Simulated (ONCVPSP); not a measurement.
# Logarithmic derivatives: S (Z = 16), ONCV

sulfur, optimised norm-conserving Vanderbilt (ONCV), made with ONCVPSP 4.0.1 (LDA (Perdew-Zunger), scalar-relativistic). Core [He], reference 2s2 2p6 3s2 3p4. Waves: 2s+3s: rc 0.80 bohr, ncon 3, nbas 6, qcut 14.5 1/bohr, 2 projectors; 2p+3p: rc 0.90 bohr, ncon 4, nbas 7, qcut 12.2 1/bohr, 3 projectors, debl 0.8 Ha; d scattering state at 0.02 Ha: rc 0.80 bohr, ncon 5, nbas 10, qcut 12.4 1/bohr, local. Local part: the d channel. Core correction: Teter function, fcfact 3.75, rcfact 1.65.

The phase is arctan(r·R′/R) of the radial function R(r), unwrapped; energies in Ha, scanned from -9 to 5 Ha. A pole is an energy at which the radial function vanishes at the test radius. The pseudo phase is shifted by a multiple of π to meet the all-electron one at the reference energy, and phase errors are pseudo minus all-electron; the curves can meet again beyond the range given. Levels narrower than the energy grid can be missing from the lists of poles.

Task: For each channel, where are the poles, and over which energies does the pseudopotential scatter like the atom?

Result:

| channel | radius (bohr) | reference energy (Ha) | poles, all-electron | poles, pseudo | unbroken range about the reference energy with phases within 0.05 rad | phase error 1 Ha above the reference energy (rad) |
| --- | --- | --- | --- | --- | --- | --- |
| s | 0.81 | -0.64 | -6.06 | -6.06 | the whole range | +0.000 |
| p | 0.91 | -0.26 | -5.06 | -5.06, 3.42 | below 3.4 | +0.000 |
| d | 0.81 | 0.02 | none | none | the whole range | +0.001 |

Note: no bound ghost flagged; GHOST(+) flagged for p at 117.4 eV.

Phases in the s channel:

```csv
E (Ha),all-electron,pseudo
-8.96,-0.719,-0.718
-8.60,-0.945,-0.945
-8.24,-1.115,-1.115
-7.88,-1.242,-1.242
-7.52,-1.339,-1.339
-7.16,-1.415,-1.415
-6.80,-1.475,-1.475
-6.44,-1.526,-1.526
-6.08,-1.569,-1.569
-5.72,-1.606,-1.606
-5.36,-1.639,-1.639
-5.00,-1.668,-1.668
-4.64,-1.696,-1.696
-4.28,-1.722,-1.722
-3.92,-1.746,-1.746
-3.56,-1.770,-1.770
-3.20,-1.794,-1.794
-2.84,-1.817,-1.817
-2.48,-1.841,-1.841
-2.12,-1.865,-1.865
-1.76,-1.890,-1.890
-1.40,-1.916,-1.916
-1.04,-1.943,-1.943
-0.68,-1.972,-1.972
-0.32,-2.004,-2.004
0.04,-2.038,-2.038
0.40,-2.076,-2.076
0.76,-2.118,-2.118
1.12,-2.165,-2.164
1.48,-2.217,-2.217
1.84,-2.277,-2.276
2.20,-2.345,-2.344
2.56,-2.422,-2.421
2.92,-2.511,-2.510
3.28,-2.613,-2.611
3.64,-2.728,-2.726
4.00,-2.856,-2.853
4.36,-2.995,-2.992
4.72,-3.141,-3.137
```
